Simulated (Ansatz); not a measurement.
Relaxation of NbO₂⁻ with RKS r2SCAN-D4/def2-TZVPD.

```sh
$ ansatz run in.yaml --threads 4 --pin off --events-out ev --progress --plain --max-ram 3916MiB
```

```yaml
crystal:
  periodic: [false, false, false]
  atoms:
    - {symbol: Nb, position_ang: [0.058180, 0.102160, -1.161460]}
    - {symbol: O, position_ang: [0.459770, 0.413900, 0.646110]}
    - {symbol: O, position_ang: [-0.517940, -0.516070, 0.515350]}
basis:
  gaussian: {orbitals: def2-TZVPD}
total_charge: -1
hamiltonian: {xc: r2scan, dispersion: d4}
scf: {lower_state_search: "off"}
output: {orbitals: {seedname: orbitals}}
relax: {f_tol: 0.02, max_steps: 100}
```

Hardware: 4 threads of Arm Neoverse V2 on a shared host. Wall time 6 s.

Positions (Å) and forces (eV/Å) at steps 1, 2, 3, 4, 6 of 6:

```xyz
3
step=1 energy=-5641.3305 eV
Nb    0.058    0.102   -1.161    0.082    0.144   -1.639
O     0.460    0.414    0.646    2.416    2.265    1.148
O    -0.518   -0.516    0.515   -2.498   -2.409    0.491
3
step=2 energy=-5641.4595 eV
Nb    0.059    0.103   -1.175    0.022    0.039   -0.440
O     0.475    0.428    0.655    1.139    1.075    0.374
O    -0.534   -0.532    0.520   -1.161   -1.113    0.066
3
step=3 energy=-5641.4988 eV
Nb    0.059    0.104   -1.178    0.003    0.005   -0.059
O     0.491    0.443    0.658    0.148    0.139    0.049
O    -0.550   -0.547    0.519   -0.150   -0.144    0.010
3
step=4 energy=-5641.4996 eV
Nb    0.059    0.104   -1.179   -0.002   -0.003    0.034
O     0.494    0.446    0.659   -0.022   -0.020   -0.020
O    -0.553   -0.550    0.519    0.024    0.023   -0.014
3
step=6 energy=-5641.4996 eV
Nb    0.059    0.104   -1.178    0.000    0.000    0.000
O     0.494    0.446    0.659    0.000    0.000    0.000
O    -0.553   -0.549    0.519    0.000    0.000    0.000
```

In the def2 sets Nb takes a core potential; there is no spin–orbit coupling. The structure holds 1 bond(s) between oxygen atoms. The restricted singlet is unstable towards broken spin symmetry in Hartree–Fock (as tested in another run); at r2SCAN-D4/def2-TZVPD this wasn't settled. The highest occupied level of the charge -1 singlet lies above zero (up to 1.55 eV). The electron is either unbound and held by the finite basis, or the level is raised by self-interaction error. The relaxation made no stability test and no search for a lower SCF solution. No other spin state of charge -1 was run. Another isomer (singlet) lies 6.23 eV lower at PBE0-D4/def2-TZVPD; other spin states weren't run for this one.
